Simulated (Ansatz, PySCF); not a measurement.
Species: sulfur difluoride, SF2, net charge 0, singlet state. 
Coordinates optimised at B3LYP-D3(BJ)/def2-TZVP (Ansatz, an electronic-structure program):
```
S
F 1 1.6052
F 1 1.6052 2 98.75
```
Charge 0, spin multiplicity 1.

Dipole moments at this geometry, in debye (magnitudes).

```
level                    program  dipole (D)
-----------------------  -------  ----------
HF/def2-TZVPD              PySCF        1.40
revPBE/def2-TZVPD         Ansatz        0.86
B97M-V/def2-TZVPD         Ansatz        0.95
BHLYP/def2-TZVPD          Ansatz        1.26
TPSSh/def2-TZVPD           PySCF        0.97
r2SCANh/def2-TZVPD        Ansatz           ?
r2SCAN0/def2-TZVPD        Ansatz        1.07
M06-2X/def2-TZVPD          PySCF        1.19
MN15/def2-TZVPD            PySCF        1.12
CAM-B3LYP/def2-TZVPD       PySCF        1.16
wB97M-V/def2-TZVPD        Ansatz        1.12
wB97X-V/def2-TZVPD        Ansatz        1.09
CCSD(T)/aug-cc-pV(D+d)Z   Ansatz           ?
```

Q: Complete the blanks.

A: 
- r2SCANh/def2-TZVPD, dipole (D): 0.98
- CCSD(T)/aug-cc-pV(D+d)Z, dipole (D): 1.15

Measured: 1.05 D (NIST CCCBDB, as tabulated in the package chemicals), a vibrational average. This is an older compilation, not checked against later work.
